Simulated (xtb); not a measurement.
xtb job for C₆H₆O, SMILES C1=C[C@H]2C=C[C@@H]1O2, GFN2-xTB. 

```
$ xtb mol.xyz --gfn 2 --ohess tight --chrg 0 --uhf 0 --json
$ cat mol.xyz
13

C      1.39280000    -0.09250000    -0.22260000
C      0.94170000     0.95800000     0.50660000
C     -0.46540000     0.50820000     0.95240000
C     -1.35770000     0.38200000    -0.22760000
C     -0.83490000    -0.52940000    -0.96530000
C      0.32760000    -1.13540000    -0.22340000
O     -0.17780000    -0.86660000     1.12280000
H      2.33750000    -0.13270000    -0.74800000
H      1.40720000     1.86340000     0.73540000
H     -0.85130000     0.96230000     1.87740000
H     -2.16790000     1.06400000    -0.45210000
H     -1.21800000    -0.91790000    -1.92050000
H      0.55530000    -2.16530000    -0.40790000
```

Log of the run:

```
[banner left out]
          |                Calculation Setup                |
           -------------------------------------------------



           -------------------------------------------------
          |                 G F N 2 - x T B                 |
           -------------------------------------------------

        Reference                      10.1021/acs.jctc.8b01176
      * Hamiltonian:
        H0-scaling (s, p, d)           1.850000    2.230000    2.230000
        zeta-weighting                 0.500000
      * Dispersion:
        s8                             2.700000
        a1                             0.520000
        a2                             5.000000
        s9                             5.000000
      * Repulsion:
        kExp                           1.500000    1.000000
        rExp                           1.000000
      * Coulomb:
        alpha                          2.000000
        third order                    shell-resolved
        anisotropic                    true
        a3                             3.000000
        a5                             4.000000
        cn-shift                       1.200000
        cn-exp                         4.000000
        max-rad                        5.000000


          ...................................................
          :                      SETUP                      :
          :.................................................:
          :  # basis functions                  34          :
          :  # atomic orbitals                  34          :
          :  # shells                           20          :
          :  # electrons                        36          :
          :  max. iterations                   250          :
          :  Hamiltonian                  GFN2-xTB          :
          :  restarted?                      false          :
          :  GBSA solvation                  false          :
[...]
        26                          0.0914251               2.4878
        27                          0.1503767               4.0920
        28                          0.2117498               5.7620
        29                          0.2337316               6.3602
       ...                                ...                  ...
        34                          0.7162005              19.4888
      -------------------------------------------------------------
                  HL-Gap            0.1584491 Eh            4.3116 eV
             Fermi-level           -0.3201564 Eh           -8.7119 eV

     #   Z          covCN         q      C6AA      α(0)
     1   6 C        2.976    -0.044    29.084     8.846
     2   6 C        2.976    -0.044    29.084     8.846
     3   6 C        4.171     0.112    18.676     6.138
     4   6 C        2.976    -0.044    29.084     8.846
     5   6 C        2.976    -0.044    29.084     8.846
     6   6 C        4.171     0.112    18.676     6.138
     7   8 O        1.718    -0.312    19.205     5.917
     8   1 H        0.926     0.044     2.392     2.419
     9   1 H        0.926     0.044     2.392     2.419
    10   1 H        0.925     0.044     2.401     2.423
    11   1 H        0.926     0.044     2.392     2.419
    12   1 H        0.926     0.044     2.392     2.419
    13   1 H        0.925     0.044     2.401     2.423

 Mol. C6AA /au·bohr⁶  :       1917.638153
 Mol. C8AA /au·bohr⁸  :      45811.161349
 Mol. α(0) /au        :         68.097634


Wiberg/Mayer (AO) data.
largest (>0.10) Wiberg bond orders for each atom

 ---------------------------------------------------------------------------
     #   Z sym  total        # sym  WBO       # sym  WBO       # sym  WBO
 ---------------------------------------------------------------------------
     1   6 C    3.985 --     2 C    1.956     8 H    0.970     6 C    0.968
     2   6 C    3.985 --     1 C    1.956     9 H    0.970     3 C    0.968
     3   6 C    3.951 --     7 O    0.975    10 H    0.969     2 C    0.968
                             4 C    0.968
     4   6 C    3.985 --     5 C    1.956    11 H    0.970     3 C    0.968
     5   6 C    3.985 --     4 C    1.956    12 H    0.970     6 C    0.968
     6   6 C    3.951 --     7 O    0.975    13 H    0.969     1 C    0.968
                             5 C    0.968
     7   8 O    2.068 --     3 C    0.975     6 C    0.975
     8   1 H    0.998 --     1 C    0.970
     9   1 H    0.998 --     2 C    0.970
    10   1 H    0.998 --     3 C    0.969
    11   1 H    0.998 --     4 C    0.970
    12   1 H    0.998 --     5 C    0.970
    13   1 H    0.998 --     6 C    0.969
 ---------------------------------------------------------------------------

Topologies differ in total number of bonds
Writing topology from bond orders to xtbtopo.mol

molecular dipole:
                 x           y           z       tot (Debye)
 q only:        0.078       0.405      -0.504
   full:        0.091       0.472      -0.588       1.930
molecular quadrupole (traceless):
                xx          xy          yy          xz          yz          zz
 q only:        0.809      -1.045       0.407      -0.108       3.200      -1.216
  q+dip:        0.961      -2.040       1.002      -0.465       5.666      -1.963
   full:        0.930      -1.543       0.690      -0.268       4.476      -1.619

           -------------------------------------------------
          |                Geometry Summary                 |
           -------------------------------------------------

      molecular mass/u    :       94.1114648
   center of mass at/Å    :       -0.0334760      -0.1365998       0.1626436
  moments of inertia/u·Å² :        0.1106744E+03   0.1324657E+03   0.1484099E+03
rotational constants/cm⁻¹ :        0.1523174E+00   0.1272604E+00   0.1135883E+00

 * 10 selected distances

     #   Z          #   Z                                           value/Å
     1   6 C        2   6 C                                       1.3223880
     4   6 C        5   6 C                                       1.3224177
     3   6 C        7   8 O                                       1.4209375
     6   6 C        7   8 O                                       1.4209455 (max)
     1   6 C        8   1 H                                       1.0706629
     2   6 C        9   1 H                                       1.0706903
     3   6 C       10   1 H                                       1.0845732
     4   6 C       11   1 H                                       1.0706509 (min)
     5   6 C       12   1 H                                       1.0706774
     6   6 C       13   1 H                                       1.0845786

 * 3 distinct bonds (by element types)

   Z      Z             #   av. dist./Å        max./Å        min./Å
   1 H    6 C           6     1.0753056     1.0845786     1.0706509
   6 C    6 C           2     1.3224029     1.3224177     1.3223880
   6 C    8 O           2     1.4209415     1.4209455     1.4209375

           -------------------------------------------------
          |               Frequency Printout                |
           -------------------------------------------------
 projected vibrational frequencies (cm⁻¹)
eigval :       -0.00    -0.00    -0.00     0.00     0.00     0.00
eigval :      420.46   422.16   530.63   609.86   720.36   743.94
eigval :      801.17   805.58   813.83   825.81   857.80   911.88
eigval :      933.34   940.07   950.17   982.19  1028.53  1053.93
eigval :     1111.07  1147.01  1162.70  1173.13  1202.14  1223.19
eigval :     1235.98  1629.97  1660.52  3043.84  3045.66  3162.35
eigval :     3163.87  3180.01  3181.28
 reduced masses (amu)
   1: 11.47   2: 12.26   3: 10.08   4: 11.87   5: 10.74   6: 11.36   7:  9.37   8:  8.67
   9:  8.80  10: 12.19  11: 10.70  12:  5.17  13:  8.61  14:  8.70  15:  4.02  16:  4.63
Refinement of some symmetry elements was terminated before convergence was reached.
Some symmetry elements may remain unidentified.
Molecule has the following symmetry elements: (C2) 2*(sigma)
It seems to be the C2v point group
  17: 10.15  18:  8.34  19:  9.27  20:  6.14  21:  8.30  22:  6.69  23:  1.10  24: 12.59
  25:  6.68  26:  3.88  27:  3.26  28:  3.53  29:  6.99  30:  6.63  31:  6.15  32: 11.27
  33: 11.46  34:  1.81  35:  1.80  36:  1.80  37:  1.80  38:  2.02  39:  2.04
 IR intensities (km·mol⁻¹)
   1:  0.76   2:  0.30   3:  0.15   4:  0.33   5:  0.55   6:  0.25   7:  0.00   8:  0.04
   9:  3.41  10:  5.06  11:  0.00  12: 41.82  13:  2.72  14:  4.35  15:  0.00  16:  0.78
  17:  0.05  18:  0.86  19:  2.76  20:  0.01  21: 63.00  22:  2.03  23:  0.23  24: 25.85
  25:  0.24  26:  0.49  27:  0.00  28:  0.35  29:  0.00  30:  1.98  31: 38.51  32:  5.37
  33:  0.04  34: 10.14  35: 56.40  36:  0.02  37: 14.86  38: 40.62  39: 15.83
 Raman intensities (Ä⁴*amu⁻¹)
   1:  0.00   2:  0.00   3:  0.00   4:  0.00   5:  0.00   6:  0.00   7:  0.00   8:  0.00
   9:  0.00  10:  0.00  11:  0.00  12:  0.00  13:  0.00  14:  0.00  15:  0.00  16:  0.00
  17:  0.00  18:  0.00  19:  0.00  20:  0.00  21:  0.00  22:  0.00  23:  0.00  24:  0.00
  25:  0.00  26:  0.00  27:  0.00  28:  0.00  29:  0.00  30:  0.00  31:  0.00  32:  0.00
  33:  0.00  34:  0.00  35:  0.00  36:  0.00  37:  0.00  38:  0.00  39:  0.00
 output can be read by thermo (or use thermo option).
 writing <g98.out> molden fake output.
 recommended (thermochemical) frequency scaling factor: 1.0
           -------------------------------------------------
          |             Thermodynamic Functions             |
           -------------------------------------------------

c2v symmetry found (for desy threshold:  0.10E+00) used in thermo

          ...................................................
          :                      SETUP                      :
          :.................................................:
          :  # frequencies                          33      :
          :  # imaginary freq.                       0      :
          :  linear?                             false      :
          :  only rotor calc.                    false      :
          :  symmetry                              c2v      :
          :  rotational number                       2      :
          :  scaling factor                  1.0000000      :
          :  rotor cutoff                   50.0000000 cm⁻¹ :
          :  imag. cutoff                  -20.0000000 cm⁻¹ :
          :.................................................:

    mode    ω/cm⁻¹     T·S(HO)/kcal·mol⁻¹    T·S(FR)/kcal·mol⁻¹   T·S(vib)
   ------------------------------------------------------------------------
   ------------------------------------------------------------------------

   temp. (K)  partition function   enthalpy   heat capacity  entropy
                                   cal/mol     cal/K/mol   cal/K/mol   J/K/mol
 298.15  VIB   1.94                 1209.404     14.189      5.373
         ROT  0.563E+05              888.752      2.981     24.720
         INT  0.109E+06             2098.156     17.170     30.093
         TR   0.883E+27             1481.254      4.968     39.519
         TOT                        3579.4102    22.1380    69.6124   291.2583

       T/K    H(0)-H(T)+PV         H(T)/Eh          T*S/Eh         G(T)/Eh
   ------------------------------------------------------------------------
    298.15    0.570415E-02    0.107480E+00    0.330751E-01    0.744049E-01
   ------------------------------------------------------------------------

         :::::::::::::::::::::::::::::::::::::::::::::::::::::
         ::                  THERMODYNAMIC                  ::
         :::::::::::::::::::::::::::::::::::::::::::::::::::::
         :: total free energy         -19.813996043892 Eh   ::
         ::.................................................::
         :: total energy              -19.888400932766 Eh   ::
         :: zero point energy           0.101775838753 Eh   ::
         :: G(RRHO) w/o ZPVE           -0.027370949879 Eh   ::
         :: G(RRHO) contrib.            0.074404888874 Eh   ::
         :::::::::::::::::::::::::::::::::::::::::::::::::::::

optimized geometry written to: xtbopt.xyz
Note: The following floating-point exceptions are signalling: IEEE_UNDERFLOW_FLAG IEEE_DENORMAL
normal termination of xtb


           -------------------------------------------------
          | TOTAL ENERGY              -19.888400932766 Eh   |
          | TOTAL ENTHALPY            -19.780920940843 Eh   |
          | TOTAL FREE ENERGY         -19.813996043892 Eh   |
          | GRADIENT NORM               0.000088278681 Eh/α |
          | HOMO-LUMO GAP               4.311618389684 eV   |
           -------------------------------------------------

------------------------------------------------------------------------
------------------------------------------------------------------------
 total:
 SCF:
 ANC optimizer:
 analytical hessian:
```

Self-consistency was reached.

Cost: roughly 0.8 core-seconds.
